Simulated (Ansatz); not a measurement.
System: CH$_{6}$NSi, net charge -1, singlet state. It need not be the lowest isomer of its formula. Whether it binds its extra electron was not tested at this geometry. 
Coordinates optimised at B3LYP-D3(BJ)/def2-TZVP (Ansatz, an electronic-structure program):
```
N
C 1 1.4235
H 2 1.1076 1 111.55
H 2 1.1171 3 104.54 1 125.41
H 2 1.1171 3 104.54 4 109.19
Si 1 1.6468 2 124.61 3 -180.00
H 6 1.5046 1 111.14 2 180.00
H 6 1.5357 7 102.85 1 128.76
H 6 1.5357 7 102.85 8 102.49
```
Charge -1, spin multiplicity 1.

Total electronic energies in hartree. Valence correlation only, unless marked. Spin-orbit coupling is left out. Non-relativistic. CBS(X,Y): correlation extrapolated as X^-3; Hartree-Fock from the larger set. [CCSD(T)-MP2]/basis is that difference in the basis named.

| level | program | energy (Eh) |
|---|---|---|
| HF/STO-3G | Ansatz | -379.99457 |
| HF/cc-pV(T+d)Z | Ansatz | -384.75435 |
| r2SCAN/def2-TZVPD | Ansatz | -385.91539 |
| BHLYP/def2-TZVPD | Ansatz | -385.93663 |
| wB97M-V/def2-TZVPD | Ansatz | -385.92375 |
| B2GP-PLYP-D4/def2-TZVPD | Ansatz + dftd4 | -385.73184 |
| MP2/cc-pV(Q+d)Z | Ansatz | -385.34506 |
| RI-MP2/aug-cc-pV(Q+d)Z | Ansatz | -385.35319 |
| SCS-MP2/6-31G | Ansatz | -384.83186 |
| CCSD/aug-cc-pV(Q+d)Z | Ansatz | -385.37930 |
| CCSD(T)/6-31G | Ansatz | -384.86751 |
| CCSD(T)/cc-pV(T+d)Z | Ansatz | -385.35193 |
| CCSD(T)/cc-pVTZ | Ansatz | -385.34681 |
| RI-MP2/CBS(aug-cc-pV(T+d)Z,aug-cc-pV(Q+d)Z)+[CCSD(T)-MP2]/aug-cc-pV(D+d)Z | Ansatz | -385.4349 |
| CCSD(T)/CBS(aug-cc-pV(T+d)Z,aug-cc-pV(Q+d)Z) | Ansatz | -385.4247 |

Totals of different functionals don't rank their quality; only differences between species are comparable.
